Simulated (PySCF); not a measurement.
## Telling isomers of C₅H₁₀FPSi apart by NMR

PySCF 2.14 calculation with GIAO PBE0/pcSseg-1 shieldings and structure optimised with GFN2-xTB; non-relativistic, isolated molecule, a single conformation, averaged over atoms made equivalent by symmetry, fast rotation or ring inversion.

Scale: ¹H (σref 31.72), ¹³C (σref 186.93) vs TMS (reference shieldings calculated alike). Splittings of carbon signals by F and P are missing where no couplings were computed. Where no couplings were computed, multiplicities follow the n + 1 count of equivalent neighbours, and m marks all less simple cases (inequivalent or close neighbours, rings, F or P nearby). Shifts are as computed. Against solution values, carbons near 30 ppm lie about +3 ppm off and those near 130 ppm about +5 ppm. Of 1309 compounds with measured shifts, 239 miss one by over three times the rms of a fit or turn the order of signals round; such compounds aren't used in these exercises.

(1) Tabulate the signals of `C=C[C@@H]1C[Si@@H](P)[C@@H]1F`, `C=C[C@@H]1C[Si@H](P)[C@@H]1F`, `C=C/C=C(/F)[Si@@H](C)P` and their relative energies.

(2) What is the quickest way to tell C=C[C@@H]1C[Si@@H](P)[C@@H]1F from C=C[C@@H]1C[Si@H](P)[C@@H]1F?

(3) What is the quickest way to tell C=C[C@@H]1C[Si@H](P)[C@@H]1F from C=C/C=C(/F)[Si@@H](C)P?

(4) What is the quickest way to tell C=C[C@@H]1C[Si@@H](P)[C@@H]1F from C=C/C=C(/F)[Si@@H](C)P?

Answers

(1) 
| SMILES | carbon types | δC | δH | E rel. (kcal/mol) |
| --- | --- | --- | --- | --- |
| C=C[C@@H]1C[Si@@H](P)[C@@H]1F | 3×CH 2×CH2 | 148.2, 121.1, 92.3, 52.6, 13.8 | 6.36 (m, 1H), 5.76 (m, 1H), 5.40 (m, 1H), 5.36 (m, 1H), 5.14 (m, 1H), 3.55 (m, 1H), 1.34 (m, 1H), 1.31 (m, 2H), 1.01 (m, 1H) | 10.9 |
| C=C[C@@H]1C[Si@H](P)[C@@H]1F | 3×CH 2×CH2 | 148.7, 120.0, 96.6, 50.8, 21.7 | 6.57 (m, 1H), 5.45 (m, 1H), 5.28 (m, 1H), 5.27 (m, 1H), 5.12 (m, 1H), 3.08 (m, 1H), 1.72 (m, 1H), 1.53 (m, 1H), 1.36 (m, 2H) | 10.7 |
| C=C/C=C(/F)[Si@@H](C)P | 1×C 2×CH 1×CH2 1×CH3 | 181.5, 138.7, 135.8, 125.2, -0.6 | 6.90 (m, 1H), 6.82 (m, 1H), 5.55 (m, 1H), 5.47 (m, 1H), 5.11 (m, 1H), 1.38 (m, 2H), 0.44 (m, 3H) | 0.0 |

Energies are electronic energies at PBE0/pcSseg-1 on these geometries, without zero-point or thermal terms, each for the one conformer computed, which needn't be the lowest.

(2) Both give the same number of carbon signals, with the same numbers of each carbon type, so the positions decide. The first has an sp3 CH2 bonded to Si at 13.8 ppm, the second an sp3 CH2 bonded to Si at 21.7 ppm. Their most deshielded carbons lie at 148.2 and 148.7 ppm.

(3) Both give the same number of carbon signals, but DEPT or the intensities differ. The first has an allylic sp3 CH at 50.8 ppm, the second a fully substituted alkene carbon (C) at 181.5 ppm. Their most deshielded carbons lie at 148.7 and 181.5 ppm.

(4) Both give the same number of carbon signals, but DEPT or the intensities differ. The first has an allylic sp3 CH at 52.6 ppm, the second a fully substituted alkene carbon (C) at 181.5 ppm. Their most deshielded carbons lie at 148.2 and 181.5 ppm. In the proton spectra the most deshielded non-exchanging signals are 6.36 (m, 1H) and 6.90 (m, 1H).
